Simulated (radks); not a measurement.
Results of a calculation; reference values are marked as such.
Problem. Species: Lu17+. Configuration: [Kr] 4d10 4f7 5s1 (not the ground configuration). Code: a radial shooting solver on a logarithmic mesh with Libxc functionals. Model: Dirac Kohn-Sham, PBE, spin-unpolarised, spherical densities, point nucleus; open shells are shared between the two j in proportion to 2j + 1.

Spin-orbit splittings of the eigenvalues, e(l+1/2) - e(l-1/2), with zeta = 2 splitting/(2l+1) and mean radii in bohr:

| shell | occ. | splitting (eV) | zeta (eV) | <r> j=l-1/2 | <r> j=l+1/2 |
|---|---|---|---|---|---|
| 2p | 6 | 1117 | 745.0 | 0.06741 | 0.07503 |
| 3p | 6 | 238.6 | 159.1 | 0.2019 | 0.2160 |
| 3d | 10 | ? | ? | 0.1897 | 0.1941 |
| 4p | 6 | 57.70 | 38.47 | 0.4731 | 0.5017 |
| 4d | 10 | 11.11 | 4.444 | 0.5120 | 0.5210 |
| 4f | 7 | 2.323 | 0.6637 | 0.5367 | 0.5409 |
| 5p | 0 | 15.78 | 10.52 | 0.9814 | 1.026 |

Estimate the 3d splitting.

Solution. 52.04 eV (zeta = 20.82 eV).
